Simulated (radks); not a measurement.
Problem. Species: Pm2+. Configuration: [Xe] 4f5. All-electron calculation, Dirac Kohn-Sham, PBE, spin-unpolarised, spherical densities, point nucleus; open shells are shared between the two j in proportion to 2j + 1. Program: a radial shooting solver on a logarithmic mesh with Libxc functionals.

Spin-orbit splittings of the eigenvalues, e(l+1/2) - e(l-1/2), with zeta = 2 splitting/(2l+1) and mean radii in bohr:

| shell | occ. | splitting (eV) | zeta (eV) | <r> j=l-1/2 | <r> j=l+1/2 |
|---|---|---|---|---|---|
| 2p | 6 | 560.3 | 373.5 | 0.08245 | 0.08896 |
| 3p | 6 | 112.7 | 75.11 | 0.2498 | 0.2624 |
| 3d | 10 | 24.41 | 9.766 | 0.2339 | 0.2378 |
| 4p | 6 | 24.58 | 16.38 | 0.6082 | 0.6367 |
| 4d | 10 | 4.366 | 1.747 | 0.6826 | 0.6929 |
| 4f | 5 | 0.4744 | 0.1355 | 1.027 | 1.043 |
| 5p | 6 | ? | ? | 1.619 | 1.708 |

Estimate the 5p splitting.

Solution. 3.303 eV (zeta = 2.202 eV).
